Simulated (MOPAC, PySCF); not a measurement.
CH2OS, SMILES `SC=O` (O–C–S–H torsion 0°), neutral singlet in the gas phase. 

Cartesian coordinates (Å):
```xyz
5

O     -1.0337    -0.6140    -0.7476
C     -0.5539     0.1587     0.0298
S      1.1674     0.2713     0.4723
H     -1.1412     0.9147     0.5796
H      1.5614    -0.7307    -0.3342
```
Charge 0, multiplicity 1.

All levels are single points at this geometry (B3LYP-D3(BJ)/def2-TZVP); Pople sets use spherical d functions. Orbital energies aren't observables, and empty levels follow the basis.

PM7 in MOPAC gives dipole (D) = 1.04.

Estimate the dipole (D) from each of these levels: B3LYP-D3(BJ)/def2-TZVP in PySCF; B3LYP/3-21G in PySCF; B3LYP/6-31G* in PySCF; M06-2X/6-31G* in PySCF; HF/STO-3G in PySCF.


```json
[
 {"level": "B3LYP-D3(BJ)/def2-TZVP in PySCF", "dipole (D)": "1.61"},
 {"level": "B3LYP/3-21G in PySCF", "dipole (D)": "0.76"},
 {"level": "B3LYP/6-31G* in PySCF", "dipole (D)": "1.25"},
 {"level": "M06-2X/6-31G* in PySCF", "dipole (D)": "1.28"},
 {"level": "HF/STO-3G in PySCF", "dipole (D)": "0.91"}
]
```
